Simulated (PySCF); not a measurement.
Vertical excitations of a molecule C3H9Ge, multiplicity 2 from TDA-ωB97X/def2-SVPD run with PySCF 2.14.0, as energy in eV (oscillator strength): 4.38 (0.013), 4.38 (0.013), 5.32 (0.038), 5.62 (0.095), 5.62 (0.095), 6.26 (0.099), 7.31 (0.008), 7.38 (0.001), 7.38 (0.001), 7.47 (0.040). The structure is a stationary point at ωB97X-D3(BJ)/def2-SVP. Other conformers were not sampled.

Q: Pick the molecule that these values belong to.
A. C[CH][CH2][GeH3]
B. [CH3][Ge]([CH3])[CH3]
C. C[C](C)[GeH3]

A: B, [CH3][Ge]([CH3])[CH3]
